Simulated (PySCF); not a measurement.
AlH, SMILES [AlH] (connectivity only; charge and spin as stated), neutral, multiplicity 1. Atoms are numbered in the order given.

```xyz
2

Al     0.0000     0.0000    -0.1200
H      0.0000     0.0000     1.5603
```

Geometry optimised at PBE-D3(BJ)/def2-TZVPD.

Level of theory: PBE-D3(BJ)/def2-TZVPD (PySCF 2.14.0).

Frequencies are harmonic and unscaled.

```
mode  ν (cm⁻¹)  IR (km/mol)  moving atoms (share of kinetic energy)
----  --------  -----------  --------------------------------------
1         1585        653.0                                  H 96 %
```
